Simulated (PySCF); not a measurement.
**Static response to an electric field**

C₅H₉NO.
Numbering: `[CH2:1]=[CH:2][C:3](=[O:4])[N:5]([CH3:6])[CH3:7]` (hydrogens: H8, H9 on C1; H10 on C2; H11, H12, H13 on C6; H14, H15, H16 on C7)

Cartesian coordinates in Å at the GFN2-xTB level; atoms count from 1:
```
atom  x, y, z in Å
C1     2.7148   -0.7226   -0.3261
C2     1.4794   -0.3705   -0.6452
C3     0.6490    0.4178    0.3056
O4     1.1529    1.1707    1.1222
N5    -0.6968    0.2634    0.2068
C6    -1.3504   -0.6641   -0.6843
C7    -1.5621    1.0841    1.0210
H8     3.1172   -0.4704    0.6413
H9     3.3560   -1.2631   -1.0020
H10    1.0616   -0.5965   -1.6152
H11   -1.5004   -0.2299   -1.6790
H12   -0.7768   -1.5848   -0.7788
H13   -2.3271   -0.9152   -0.2714
H14   -2.2147    1.6920    0.3901
H15   -2.1761    0.4634    1.6775
H16   -0.9339    1.7346    1.6261
```

Level: PBE0/def2-SVPD (PySCF), static field, nuclei fixed, core orbitals frozen in the response. The polarisability tensor in these axes (au):

```
x   97.02 -6.44  0.44
y   -6.44 62.27  9.66
z    0.44  9.66 63.82
```

Q: What are the eigenvalues, a third of the trace, and Δα (Δα² = ½Σ(αi − αj)² over the three pairs)?

A: Principal values 52.77, 72.11 and 98.22 au; mean 74.37 au = 11.02 Å³ = 12.26 × 10⁻⁴⁰ C²·m²/J; Δα = 39.51 au (53 % of the mean).

Q: What is the dipole moment, and where does it point?

A: (-2.28, -2.15, -2.09) D, 3.77 D in size, pointing from the negative to the positive side. Measured along this direction, the outermost atoms are O4 and H8 at the negative end and H13 and H11 at the positive end.

Q: Directions of the eigenvectors, and the extent of the frame along each?

A: Largest value along (0.98, -0.19, -0.04), where the nuclei span 6.08 Å; middle along (0.15, 0.64, 0.75), 3.91 Å; least along (0.11, 0.75, -0.66), 1.76 Å. The response follows the extents in order.

Q: How large is μ²/3kT at 500 K beside α?

A: In Gaussian units μ²/3kT = 68.57 Å³ against 11.02 Å³, a ratio of 6.22; the Debye molar polarisation (4π/3)N_A(α + μ²/3kT) is 200.8 cm³/mol, leaving out the vibrational part.

Q: Give the eigenvalues of the traceless quadrupole moment Θ = ½Σq(3rr − r²1), origin at the centre of nuclear charge.

A: -7.27, -1.55, 8.82 D·Å. The values depend on the origin, since the dipole doesn't vanish. The electronic extent ⟨r²⟩ about the same centre is 839 bohr², a root-mean-square distance of 2.09 Å for the 54 electrons.

Q: What would n − 1 = 2πNα be for an ideal gas of these molecules at 273.15 K and 1 atm, electronic part alone?

A: N = p/kT = 2.6868 × 10¹⁹ cm⁻³, so n − 1 = 2π × N × 11.02 × 10⁻²⁴ cm³ = 1860 × 10⁻⁶ at long wavelengths, for an ideal gas.

Q: What molar refraction does this α imply?

A: Lorentz–Lorenz: R = (4π/3)N_A α = 2.5225 cm³/(mol·Å³) × 11.02 Å³ = 27.8 cm³/mol, in the limit of long wavelengths.

Isolated species at its GFN2-xTB geometry (one conformer only).
